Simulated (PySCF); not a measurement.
Spinor energies of Br(16+) (bromine, charge +16)

Start: [Ar] 3d1; 3d3/2 filled at m_j = +3/2. Calculated with PySCF 2.14 in an uncontracted even-tempered set (17 s from 1.5 bohr⁻², ratio 2.8; 12 p from 1.9 bohr⁻², ratio 2.8; 8 d from 1.9 bohr⁻², ratio 2.8; 4 f from 5.8 bohr⁻², ratio 3): generalised Hartree-Fock with the X2C-1e Hamiltonian and a Gaussian nucleus; one run each with spin-orbit coupling (SO) switched off, then screened by Boettger's factors.

```csv
spinor shell,electrons,"ε, spin-free (eV)","ε, screened SO (eV)",weight of nominal j (screened SO),"rms radius, screened SO (bohr)"
1s1/2,2,-14121.3,-14120.8,1.000,0.0492
2s1/2,2,-2389.4,-2389.2,1.000,0.204
2p1/2,2,-2169.6,-2203.6,1.000,0.179
2p3/2,4,-2169.6,-2153.1,1.000,0.182
3s1/2,2,-749.81,-749.75,1.000,0.530
3p1/2,2,-672.94,-681.56,0.983,0.524
3d3/2,1,-577.76,-578.74,1.000,0.488
```

Problem. Where does 3p3/2 lie, and what is the 3p spin-orbit splitting (screened SO)?

Solution. At -668.72 eV, 12.838 eV above 3p1/2.

```
   quantity    spin-free  screened SO
E (hartree)  -2475.10061  -2475.28519
        M_J          3/2          3/2
       ⟨J²⟩        4.121        3.752
       ⟨L²⟩        6.003        6.005
       ⟨S²⟩        0.751        0.753
```

Each row is a mean over spinors that exchange with the open shell spreads, by up to 10.074 eV (3p1/2).

Without spin-orbit coupling the j labels of p, d and f shells carry no meaning; the spin-free column gives the mean over the occupied spinors of each nl shell, and its ⟨J²⟩ belongs to a mixture of degenerate components.
